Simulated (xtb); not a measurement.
xtb input:

```bash
xtb mol.xyz --gfn 2 --ohess tight --chrg 0 --uhf 0
```
mol.xyz:
```
10

B     -0.06407389     0.53842356    -0.17748994
C      1.37010030    -0.26765293    -0.19913965
C     -1.31950839    -0.24301624     0.38620589
Br    -0.17194688     2.41053216    -0.80390069
H      2.13115617     0.42491303    -0.55997158
H      1.26375236    -1.17193641    -0.87853211
H      1.59193765    -0.54763345     0.80551677
H     -1.20086633    -0.53656251     1.42896752
H     -1.49177653    -1.09280182    -0.29545471
H     -2.16977894     0.43593420     0.26049389
```

Q: What final total energy does it print?

A: -12.68473 Eh (GFN2-xTB).
